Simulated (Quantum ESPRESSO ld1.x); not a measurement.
All-electron atom: Nd22+ in [Kr] 4d2. Calculated with ld1.x of Quantum ESPRESSO 7.5: non-relativistic Kohn-Sham, LDA (Slater exchange, Perdew-Wang correlation), spin-polarised, spherical densities, point nucleus; open shells are filled with parallel spins first; relativity is left out, which matters for an element this heavy.

Normalised radial functions P(r) = r R(r), r in bohr:

```
   r/bohr * 4s down (the largest magnitude, 1.49, reaches the edge; | marks zero)
 0.002867                             |  *
 0.003645                             |   *
 0.004671                             |    *
 0.005986                             |    *
 0.007671                             |     *
 0.009751                             |      *
   0.0125                             |      *
  0.01601                             |      *
  0.02036                             |    *
  0.02609                             |  *
  0.03343                            *|
  0.04284                        *    |
  0.05446                    *        |
  0.06978                 *           |
  0.08943                   *         |
   0.1146                          *  |
   0.1457                             |      *
   0.1867                             |               *
   0.2392                             |               *
   0.3066                             |    *
   0.3897                *            |
   0.4994   *                         |
     0.64  *                          |
   0.8136           *                 |
    1.043                      *      |
    1.336                           * |
    1.712                             *
```

4s down: eigenvalue -816.79 eV, 3 radial nodes at r = 0.0324, 0.124, 0.327 bohr, <r> = 0.590 bohr, 90 % of the charge inside 0.835 bohr.
